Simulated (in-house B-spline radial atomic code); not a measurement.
Values are calculated unless marked as measured or tabulated.
## Making a Troullier-Martins s channel for Pd, r_c = 0.99 bohr

Pd, [Kr] 4d10, non-relativistic PBE, spherical and spin-unpolarised, from an all-electron radial atomic-structure program (B-spline basis) (atomic units). The all-electron 4s level is ε = -2.887411 hartree, its outermost node lies just inside 0.48 bohr and its outer maximum at 0.87 bohr.

Inside r_c the pseudo-orbital is u(r) = r^1 exp(p(r)), with p = c0 + c2 r² + c4 r⁴ + … + c12 r¹². The seven coefficients follow from p and its first four derivatives at r_c, from zero curvature of the screened potential at the origin, c4 = −c2²/(2l + 5), and from the norm inside r_c. At r_c the all-electron orbital has P = 1.133844, P' = -0.7937599, the screened potential V = -5.080307, V' = 13.07243, V'' = -40.08032, and the norm inside is Q = 0.5481521.

Problem. What are p, p' and p'' at r_c?

Solution. p = ln(P/r_c^1) = ln(1.133844/0.99) = 0.13566. p' = P'/P − 1/r_c = -0.70006 − 1.01010 = -1.71016. The radial equation gives p'' = 2(V − ε) − 2(1) p'/r_c − p'² = -4.38579 − (-3.45487) − 2.92465 = -3.85557. Differentiating, p''' = 2V' + 2(1)p'/r_c² − 2(1)p''/r_c − 2p'p'' = 17.257, and p'''' = 2V'' − 4(1)p'/r_c³ + 4(1)p''/r_c² − 2(1)p'''/r_c − 2p''² − 2p'p''' = -94.415.

For a trial c2 the five matching conditions are linear in c0, c6, c8, c10 and c12, and c2 is varied until the norm inside r_c equals Q. The root nearest zero gives:

```tsv
n	c_n
0	-0.5537618
2	3.620927
4	-2.622222
6	-4.972378
8	8.650469
10	-5.092808
12	1.088147
```

Problem. Check c4 and p(r_c), and find the screened pseudopotential at the origin.

Solution. −c2²/5 = -2.62222, as listed. The terms c_n r_c^n are -0.55376, 3.54887, -2.51890, -4.68140, 7.98217, -4.60584, 0.96452, which sum to 0.13566. Inverting the radial equation, V_l(r) = ε + 1 p'/r + (p'' + p'²)/2, so V_l(0) = ε + (2l + 3) c2 = -2.887411 + 3 × (3.62093) = 7.9754 hartree, finite where the all-electron potential diverges.

Orbitals and screened potentials:

```json
{"r (bohr)": "0.099", "P": "0.4248", "u": "0.05894", "V all-electron": "-311.3", "V pseudo": "7.958"}
{"r (bohr)": "0.248", "P": "-0.5588", "u": "0.1762", "V all-electron": "-79.66", "V pseudo": "7.335"}
{"r (bohr)": "0.396", "P": "-0.3752", "u": "0.3711", "V all-electron": "-35.23", "V pseudo": "4.375"}
{"r (bohr)": "0.544", "P": "0.4161", "u": "0.6743", "V all-electron": "-19.13", "V pseudo": "-1.52"}
{"r (bohr)": "0.693", "P": "0.9768", "u": "1.006", "V all-electron": "-11.57", "V pseudo": "-6.849"}
{"r (bohr)": "0.842", "P": "1.177", "u": "1.177", "V all-electron": "-7.54", "V pseudo": "-7.294"}
{"r (bohr)": "0.99", "P": "1.134", "u": "1.134", "V all-electron": "-5.08", "V pseudo": "-5.08"}
```

Logarithmic derivatives P'/P at R = 1.29 bohr, for energies E around ε:

```json
{"E − ε (hartree)": "-0.5", "all-electron": "-0.506234", "pseudo": "-0.508057"}
{"E − ε (hartree)": "-0.25", "all-electron": "-0.992282", "pseudo": "-0.992895"}
{"E − ε (hartree)": "-0.1", "all-electron": "-1.33655", "pseudo": "-1.33669"}
{"E − ε (hartree)": "0", "all-electron": "-1.59397", "pseudo": "-1.59399"}
{"E − ε (hartree)": "0.1", "all-electron": "-1.87821", "pseudo": "-1.87838"}
{"E − ε (hartree)": "0.25", "all-electron": "-2.366", "pseudo": "-2.36716"}
{"E − ε (hartree)": "0.5", "all-electron": "-3.40443", "pseudo": "-3.41123"}
```

Problem. With P(R) = 0.7857405 and a norm of 0.8337675 inside R, what slope in energy does norm conservation fix?

Solution. d(P'/P)/dE = −2 × (norm inside R)/P(R)² = -2.7010 per hartree·bohr at E = ε, for both atoms, since orbital and norm agree at R. Differences over ±0.1 hartree give -2.7083 (all-electron) and -2.7085 (pseudo), which also hold third-order terms. Half a hartree below ε the two curves differ by -0.0018.
